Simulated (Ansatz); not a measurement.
GaN2⁻. Charge -1, multiplicity 1. Geometry r2SCAN-D4/def2-TZVPD.

```xyz
3

Ga    0.683    1.532    0.426
N    -0.570   -1.275   -0.355
N    -0.113   -0.256   -0.072
```

The restricted singlet is unstable towards broken spin symmetry in Hartree–Fock (as tested in another run); at PBE-D4/def2-TZVPD, r2SCAN-D4/def2-TZVPD, PBE0-D4/def2-TZVPD, BHLYP-D4/def2-TZVPD and others this wasn't settled. At PBE-D4/def2-TZVPD, r2SCAN-D4/def2-TZVPD, PBE0-D4/def2-TZVPD, BHLYP-D4/def2-TZVPD and others the highest occupied level of the charge -1 singlet lies above zero (up to 2.41 eV). The electron is either unbound and held by the finite basis, or the level is raised by self-interaction error. At PBE-D4/def2-TZVPD, r2SCAN-D4/def2-TZVPD an occupied level of the charge -1 singlet lies above an empty one (by up to 0.28 eV), so this SCF solution is probably not the lowest. The geometry of the singlet was relaxed on an unsound state (an occupied level 0.05 eV above an empty one). Another isomer (triplet) lies 0.31 eV lower at PBE0-D4/def2-TZVPD; other spin states weren't run for this one.

(1) Estimate the orbital energies around the gap (eV) in Ansatz with PBE-D4/def2-TZVPD, r2SCAN-D4/def2-TZVPD, PBE0-D4/def2-TZVPD, BHLYP-D4/def2-TZVPD, ωB97X-V/def2-TZVPD.

## Answers

(1) 
```csv
orbital,PBE-D4/def2-TZVPD,r2SCAN-D4/def2-TZVPD,PBE0-D4/def2-TZVPD,BHLYP-D4/def2-TZVPD,ωB97X-V/def2-TZVPD
HOMO−9,-13.58,-14.11,-16.95,-20.23,-19.33
HOMO−8,-13.43,-13.97,-16.81,-20.10,-19.17
HOMO−7,-13.37,-13.91,-16.74,-20.04,-19.11
HOMO−6,-13.34,-13.87,-16.71,-20.02,-19.08
HOMO−5,-8.88,-9.70,-11.14,-13.20,-13.97
HOMO−4,-5.27,-5.63,-6.95,-8.75,-9.68
HOMO−3,-5.04,-5.57,-6.77,-8.17,-9.41
HOMO−2,-4.91,-5.37,-6.66,-8.02,-9.39
HOMO−1,-1.28,-1.52,-2.26,-3.14,-4.48
HOMO,2.41,2.29,1.73,1.22,0.03
LUMO,2.14,2.24,2.98,3.87,4.95
LUMO+1,3.71,4.11,4.13,4.47,5.26
LUMO+2,3.88,4.21,4.73,5.33,6.20
LUMO+3,4.13,4.40,4.89,5.44,6.39
LUMO+4,4.41,4.92,4.92,6.02,7.00
LUMO+5,5.36,6.18,5.79,6.19,7.04
```
